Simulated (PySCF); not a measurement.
Job file and geometry (Å, from PBE0-D3(BJ)/def2-SVP) of an NMR shielding run on SMILES C#CC[C@@H](C)[SiH2]O[SiH3], C5H12OSi2, GIAO PBE0/pcSseg-1 NMR shielding, non-relativistic, gas phase (PySCF 2.14.0, density-fitted response routines); density fitting, a coarse starting grid and PySCF grid level 2 are the driver's defaults:

```
$ OMP_NUM_THREADS=1 python probes_run.py task.json out

{"job": {"kind": "nmr", "xc": "PBE0", "basis": "pcSseg-1"}, "charge": 0, "multiplicity": 1}
C     -3.851617     0.158834    -0.664779
C     -2.710133     0.564164    -0.649641
C     -1.337245     1.053267    -0.600271
C     -0.702891     0.966344     0.801010
C     -0.659790    -0.466372     1.330596
Si     1.007914     1.757386     0.805468
O      1.996890     0.978485    -0.278485
Si     2.847281    -0.382134    -0.681116
H     -4.863635    -0.200455    -0.685589
H     -1.323496     2.096860    -0.960304
H     -0.725242     0.479010    -1.318536
H     -1.315256     1.580400     1.488592
H     -1.667152    -0.911771     1.344742
H     -0.028934    -1.111536     0.696649
H     -0.257494    -0.508017     2.354377
H      1.596180     1.666181     2.178395
H      0.925747     3.188152     0.387951
H      1.956488    -1.342827    -1.400001
H      3.384518    -1.044514     0.546882
H      3.976531     0.000372    -1.575109
```

**Question.** What does the program print?

**Answer.** 
```
coarse grid: 17208 points
cycle   1  E = -851.1537467312  dE =  6.192e-01  |g| = 8.150e-01  |ddm| = 4.119e+00
cycle   2  E = -850.9557487919  dE =  1.980e-01  |g| = 1.300e+00  |ddm| = 1.818e+00
cycle   3  E = -851.2783025978  dE = -3.226e-01  |g| = 1.475e-01  |ddm| = 1.267e+00
cycle   4  E = -851.2826412149  dE = -4.339e-03  |g| = 4.426e-02  |ddm| = 1.768e-01
cycle   5  E = -851.2831014988  dE = -4.603e-04  |g| = 1.310e-02  |ddm| = 5.163e-02
cycle   6  E = -851.2831361845  dE = -3.469e-05  |g| = 5.550e-03  |ddm| = 1.436e-02
cycle   7  E = -851.2831425681  dE = -6.384e-06  |g| = 2.183e-03  |ddm| = 5.171e-03
final grid: 155568 points
cycle   8  E = -851.3415053096  dE = -2.302e-05  |g| = 1.180e-02  |ddm| = 4.526e-02
cycle   9  E = -851.3414440674  dE =  6.124e-05  |g| = 2.014e-02  |ddm| = 2.564e-02
cycle  10  E = -851.3415348088  dE = -9.074e-05  |g| = 3.278e-03  |ddm| = 1.644e-02
cycle  11  E = -851.3415373998  dE = -2.591e-06  |g| = 5.618e-04  |ddm| = 2.434e-03
cycle  12  E = -851.3415374618  dE = -6.198e-08  |g| = 1.849e-04  |ddm| = 5.505e-04
cycle  13  E = -851.3415374685  dE = -6.737e-09  |g| = 4.721e-05  |ddm| = 1.843e-04
cycle  14  E = -851.3415374690  dE = -4.650e-10  |g| = 1.290e-05  |ddm| = 5.406e-05
converged SCF energy = -851.3415374690

GIAO shielding tensors (ppm)
atom      isotropic    diamagn.    paramagn.     s11        s22        s33       span
  0 C      108.608     258.534    -149.926     33.056     39.603    253.167    220.111
  1 C       97.700     258.483    -160.783     -5.188      3.619    294.668    299.856
  2 C      162.643     250.801     -88.159    147.999    164.717    175.212     27.212
  3 C      160.435     254.491     -94.056    147.354    162.374    171.578     24.224
  4 C      169.903     250.249     -80.346    157.494    167.659    184.557     27.063
  5 Si     359.008     879.184    -520.176    319.667    356.110    401.247     81.580
  6 O      331.238     400.190     -68.951    263.732    356.835    373.148    109.416
  7 Si     388.234     878.125    -489.891    341.540    353.649    469.514    127.974
  8 H       29.346      33.135      -3.788     23.997     24.318     39.723     15.726
  9 H       28.828      27.679       1.149     22.485     29.162     34.836     12.351
 10 H       29.089      32.139      -3.050     23.303     29.856     34.107     10.804
 11 H       30.832      31.700      -0.868     26.844     28.988     36.663      9.819
 12 H       29.238      31.479      -2.242     23.831     28.888     34.993     11.162
 13 H       30.443      34.033      -3.591     26.242     29.059     36.026      9.783
 14 H       30.148      31.572      -1.424     26.009     27.257     37.177     11.168
 15 H       26.335      28.760      -2.425     22.916     24.863     31.226      8.310
 16 H       26.388      28.087      -1.699     22.780     24.864     31.520      8.741
 17 H       26.158      30.148      -3.991     22.356     25.714     30.403      8.047
 18 H       26.208      28.513      -2.305     23.229     24.475     30.922      7.692
 19 H       26.240      27.005      -0.765     22.797     24.196     31.727      8.930
```

**Question.** Turn these shieldings into chemical shifts. Chemical shifts δ = σref − σ; ¹³C (σref 184.41), ²⁹Si (σref 351.99), ¹H (σref 31.27) against TMS; H2O for ¹⁷O (σref 334.56), all at this level.

**Answer.** Averaging equivalent atoms: C 1: 86.7; C 0: 75.8; C 3: 24.0; C 2: 21.8; C 4: 14.5; Si 5: -7.0; Si 7: -36.2; O 6: 3.3; H 17/18/19: 5.07; H 15: 4.93; H 16: 4.88; H 9: 2.44; H 10: 2.18; H 8: 1.92; H 12/13/14: 1.32; H 11: 0.44 ppm. Experimental scales use liquid or dissolved standards, which lie at an offset from isolated H2O (liquid H2O: subtract about 36 ppm).

Size and cost of the density-fitted run: 210 basis functions, 76 s wall time on 1 thread of an Arm Neoverse N1, shared host; peak memory 1 GiB.
